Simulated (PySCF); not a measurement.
Stretching LaN

Set-up: basis La x2c-TZVPPall, N x2c-TZVPPall; spin-free X2C with a Gaussian nucleus; PySCF 2.14. Energies in eV from La (5d1 6s2) + N in their ground configurations at the same level. State: singlet, about 0.2 electrons in the 4f shell (Mulliken).

```
R (Å)  r²SCAN
1.548  -3.625
1.620  -4.661
1.692  -5.249
1.746  -5.474
1.800  -5.557
1.854  -5.530
1.926  -5.362
2.016  -5.002
2.124  -4.427
2.268  -3.540
```

**Question.** Put a parabola through the three lowest points of the r²SCAN curve and estimate Re, k and ωe (reduced mass 12.72 u; 1 eV/Å² = 0.16022 mdyn/Å; ωe = 1302.8·√(k/μ) cm⁻¹).

**Answer.** Through R = 1.746, 1.8, 1.854 Å the second-order coefficient is 18.9 eV/Å², so Re ≈ 1.814 Å, k ≈ 6.04 mdyn/Å and ωe ≈ 898 cm⁻¹. A polynomial fit of higher order to the unrounded r²SCAN energies gives Re = 1.812 Å, k = 5.74 mdyn/Å, ωe = 875 cm⁻¹; anharmonicity and rounding make the difference.

The higher-order fit for each curve: r²SCAN: Re = 1.812 Å, ωe = 875 cm⁻¹, De = 5.56 eV.

These are scalar-relativistic numbers at best; spin–orbit coupling would shift them, the dissociation energy most.
